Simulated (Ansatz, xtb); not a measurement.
**Relative energy of two isomers of C4H5N3Si**

Structure a: `N#Cc1cn([SiH3])cn1`, a singlet. Structure b: `N#Cc1cncn1[SiH3]`, a singlet. Both are isolated molecules in the gas phase, relaxed with r2SCAN-D4/def2-SVP.

Estimate which is lower in electronic energy at CCSD(T)/def2-SVP + ΔMP2/def2-TZVPP, and by roughly how much.

Too close to call at this level: CCSD(T)/def2-SVP + ΔMP2/def2-TZVPP gives E(b) − E(a) = −1.21 kJ/mol.

The same difference at several levels:

| level | geometry | E(b) − E(a) (kJ/mol) | departure from the last row (kJ/mol) | job, with rough time for the two |
| --- | --- | --- | --- | --- |
| GFN2-xTB | GFN2-xTB | −7.38 | −6.18 | optimisation, 0.16 s |
| HF/STO-3G | GFN2-xTB | +6.36 | +7.56 | single point, 0.72 s |
| r2SCAN-D4/def2-SVP//GFN2-xTB | GFN2-xTB | −5.60 | −4.39 | single point, 5.6 s |
| r2SCAN-D4/def2-SVP | r2SCAN-D4/def2-SVP | −5.81 | −4.61 | optimisation, 51 s |
| HF/def2-SVP | r2SCAN-D4/def2-SVP | +3.50 | +4.70 | part of the CCSD(T) run |
| MP2/def2-SVP | r2SCAN-D4/def2-SVP | +0.57 | +1.78 | part of the CCSD(T) run |
| CCSD(T)/def2-SVP | r2SCAN-D4/def2-SVP | +0.41 | +1.61 | single point |
| CCSD(T)/def2-SVP + ΔMP2/def2-TZVPP | r2SCAN-D4/def2-SVP | −1.21 |  | single point, 65 s |

As drawn, both hold the same kinds of bond in the same numbers.

The largest departure from CCSD(T)/def2-SVP + ΔMP2/def2-TZVPP is that of HF/STO-3G, 7.56 kJ/mol. The last row adds to CCSD(T) the change of the MP2 difference between the two basis sets, here −1.61 kJ/mol.

With thermal terms from frequencies at re-optimised GFN2-xTB minima (ideal gas, soft modes damped towards free rotors, one conformer each, 298.15 K, 1 atm): on the last row, ΔE + ΔZPE = −0.90, ΔH = −1.05, ΔG = −0.73 kJ/mol.

The correlated steps freeze 12 core orbitals. Run with Ansatz 0.2.0, xtb 6.7.1; the last row on 2 threads of Intel(R) Xeon(R) 6975P-C (Granite Rapids) on a shared host.
